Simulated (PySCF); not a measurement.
A ladder of Hamiltonians for Mg²⁺ (magnesium, charge +2)

Occupied: 1s1/2, 2s1/2, 2p1/2, 2p3/2. Hartree-Fock calculated with PySCF 2.14 in an uncontracted even-tempered set (19 s from 0.033 bohr⁻², ratio 2.7; 13 p from 0.04 bohr⁻², ratio 2.7), Gaussian nucleus throughout. NR is non-relativistic, sf-X2C the spin-free one-electron X2C Hamiltonian, X2C adds the bare one-electron spin-orbit term, X2C-SNSO screens it by Boettger's factors, DC is four-component Dirac-Coulomb, and the Gaunt and Breit terms are added at first order (total energies over the DC spinors, levels after relaxing the spinors in that mean field). QED terms are absent. Levels marked empty are virtual spinors of this ion.

```json
{"level (eV)": "1s1/2", "NR": "-1354.3", "sf-X2C": "-1356.6", "X2C": "-1356.6", "X2C-SNSO": "-1356.6"}
{"level (eV)": "2s1/2", "NR": "-121.99", "sf-X2C": "-122.34", "X2C": "-122.34", "X2C-SNSO": "-122.34"}
{"level (eV)": "2p1/2", "NR": "-81.807", "sf-X2C": "-81.789", "X2C": "-82.048", "X2C-SNSO": "-82.004"}
{"level (eV)": "2p3/2", "NR": "-81.807", "sf-X2C": "-81.789", "X2C": "-81.660", "X2C-SNSO": "-81.681"}
{"level (eV)": "3s1/2 (empty)", "NR": "-14.709", "sf-X2C": "-14.730", "X2C": "-14.730", "X2C-SNSO": "-14.730"}
{"level (eV)": "3p1/2 (empty)", "NR": "-10.440", "sf-X2C": "-10.441", "X2C": "-10.451", "X2C-SNSO": "-10.449"}
{"level (eV)": "3p3/2 (empty)", "NR": "-10.440", "sf-X2C": "-10.441", "X2C": "-10.437", "X2C-SNSO": "-10.437"}
```

Where do the four-component calculations put these levels?

1s1/2: DC -1356.9, DC+Gaunt -1356.3, DC+Breit -1356.3; 2s1/2: DC -122.36, DC+Gaunt -122.34, DC+Breit -122.34; 2p1/2: DC -82.002, DC+Gaunt -81.966, DC+Breit -81.970; 2p3/2: DC -81.686, DC+Gaunt -81.670, DC+Breit -81.674; 3s1/2 (empty): DC -14.731, DC+Gaunt -14.730, DC+Breit -14.730; 3p1/2 (empty): DC -10.449, DC+Gaunt -10.447, DC+Breit -10.448; 3p3/2 (empty): DC -10.438, DC+Gaunt -10.437, DC+Breit -10.437 (eV).

```tsv
Hamiltonian	E (hartree)	E − E(DC) (hartree)	CPU seconds
NR	-198.8288	0.3193	0.47
sf-X2C	-199.1350	0.0131	0.26
X2C	-199.1351	0.0130	0.4
X2C-SNSO	-199.1351	0.0131	0.4
DC	-199.1481	0.0000	12
DC+Gaunt	-199.1143	0.0338	23
DC+Breit	-199.1164	0.0318	78
```

Weight of the small component: 1s1/2 0.00179, 2s1/2 0.000233, 2p1/2 0.000208, 2p3/2 0.000207, 3s1/2 1.96e-05, 3p1/2 1.37e-05, 3p3/2 1.37e-05.

Koopmans' value for the highest occupied level at DC+Breit: 81.674 eV, against an ionisation energy of 80.144 eV (measured; NIST Atomic Spectra Database, ionization energies); the former lacks relaxation, correlation, QED and recoil.

Measured binding energies of an electron added to this ion (NIST): 3s1/2 15.035 eV, 3p1/2 10.613 eV, 3p3/2 10.601 eV; the virtual levels lack core polarisation.

The whole ladder took 120 s of wall time on 1 thread of Neoverse-N1 (shared host), launched as `OMP_NUM_THREADS=1 python relrun2.py TASK.json OUT` (a driver that calls PySCF for each Hamiltonian).
